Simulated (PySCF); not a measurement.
# Dipole moment and polarisability of `C=[CH][Ge@@H]([Br])[S]C`

Species: C3H7BrGeS.
Cartesian coordinates in Å at the PBE0-D3(BJ)/def2-SVP level; atoms count from 1:
```
atom  x, y, z in Å
C1    -2.9620    0.3178    0.1180
C2    -1.9224    0.0874   -0.6880
Ge3   -0.1803   -0.3516    0.0042
Br4    0.4549   -2.4644   -0.7369
S5     1.2703    1.1142   -0.7857
C6     2.8477    0.2995   -0.3886
H7    -3.9514    0.5739   -0.2769
H8    -2.8774    0.2596    1.2090
H9    -2.0397    0.1461   -1.7759
H10   -0.1749   -0.4492    1.5400
H11    2.9137   -0.6793   -0.8834
H12    2.9856    0.1809    0.6951
H13    3.6377    0.9559   -0.7776
```

Level: PBE0/def2-SVPD (PySCF), static field, nuclei fixed, core orbitals frozen in the response. The polarisability tensor in these axes (au):

```
x   135.17  -2.79  -8.44
y    -2.79 111.70   2.11
z    -8.44   2.11  91.40
```

**Question.** Give the principal values, the mean and the anisotropy Δα = √{½[(α1 − α2)² + (α2 − α3)² + (α1 − α3)²]}.

**Answer.** Principal values 89.72, 111.43 and 137.12 au; mean 112.76 au = 16.71 Å³ = 18.59 × 10⁻⁴⁰ C²·m²/J; Δα = 41.10 au (36 % of the mean).

**Question.** What is the dipole moment, and where does it point?

**Answer.** (-0.56, 0.94, 0.99) D, 1.47 D in size, pointing from the negative to the positive side. Measured along this direction, the outermost atoms are Br4 and H11 at the negative end and H8 at the positive end.

**Question.** Directions of the eigenvectors, and the extent of the frame along each?

**Answer.** Largest value along (0.97, -0.12, -0.19), where the nuclei span 7.45 Å; middle along (0.13, 0.99, 0.05), 3.81 Å; least along (0.18, -0.07, 0.98), 3.63 Å. The response follows the extents in order.

**Question.** Find the Langevin capture rate constant for NH4+ (18.034 u) meeting this molecule (227.866 u), k = 2.342 × 10⁻⁹ cm³/s × √(α in Å³ / reduced mass in u).

**Answer.** The reduced mass is 16.71 u, so k = 2.34 × 10⁻⁹ cm³/s. The formula leaves out the permanent dipole, which adds to the capture rate.

**Question.** What molar refraction does this α imply?

**Answer.** Lorentz–Lorenz: R = (4π/3)N_A α = 2.5225 cm³/(mol·Å³) × 16.71 Å³ = 42.1 cm³/mol, in the limit of long wavelengths.

Geometry: PBE0-D3(BJ)/def2-SVP, one conformer, isolated molecule. The calculation is non-relativistic, for germanium and bromine too.

The run behind these numbers computed excited states and ΔSCF ions as well. On one thread, x86-64 server, shared host, this took 3.7 min.
